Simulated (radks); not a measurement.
Results of a calculation; reference values are marked as such.
All-electron atom: neutral niobium in [Kr] 4d4 5s1. Code: a radial shooting solver on a logarithmic mesh with Libxc functionals. Model: Dirac Kohn-Sham, LDA (Slater exchange, Perdew-Wang correlation), spin-unpolarised, spherical densities, finite nucleus; open shells are shared between the two j in proportion to 2j + 1; Fermi nuclear charge, rms radius 4.324 fm. Some entries of the table are withheld. Estimate them.

| orbital | occ. | eigenvalue (eV) | <r^2> (bohr^2) | <1/r> (bohr^-1) |
|---|---|---|---|---|
| 1s1/2 | 2 | -18772.61 | (1) | 42.35 |
| 2s1/2 | 2 | -2625.987 | 0.02945 | 9.613 |
| 2p1/2 | 2 | -2411.724 | 0.02227 | (2) |
| 2p3/2 | 4 | -2316.110 | 0.02364 | (3) |
| 3s1/2 | 2 | -437.5787 | 0.2260 | 3.270 |
| 3p1/2 | 2 | -356.8470 | 0.2249 | (4) |
| 3p3/2 | 4 | -341.3407 | 0.2357 | (5) |
| 3d3/2 | 4 | -198.1847 | 0.2245 | 2.871 |
| 3d5/2 | 6 | -195.2952 | 0.2280 | 2.843 |
| 4s1/2 | 2 | -58.4347 | 1.523 | 1.181 |
| 4p1/2 | 2 | -36.0566 | 1.887 | 1.056 |
| 4p3/2 | 4 | -33.9208 | 1.985 | 1.025 |
| 5s1/2 | 1 | -4.1945 | 15.59 | 0.3478 |
| 4d3/2 | 1.6 | -3.3027 | 6.137 | 0.6333 |
| 4d5/2 | 2.4 | -3.1469 | 6.347 | 0.6239 |
| 5p1/2 | 0 | (6) | 31.32 | 0.2463 |
| 5p3/2 | 0 | (7) | 33.19 | 0.2389 |
| 6s1/2 | 0 | -0.0433 | 374.8 | 0.08244 |

Answer. 
(1) 1s1/2 <r^2> (bohr^2): 0.001761
(2) 2p1/2 <1/r> (bohr^-1): 9.596
(3) 2p3/2 <1/r> (bohr^-1): 9.159
(4) 3p1/2 <1/r> (bohr^-1): 3.170
(5) 3p3/2 <1/r> (bohr^-1): 3.064
(6) 5p1/2 eigenvalue (eV): -1.2873
(7) 5p3/2 eigenvalue (eV): -1.1907
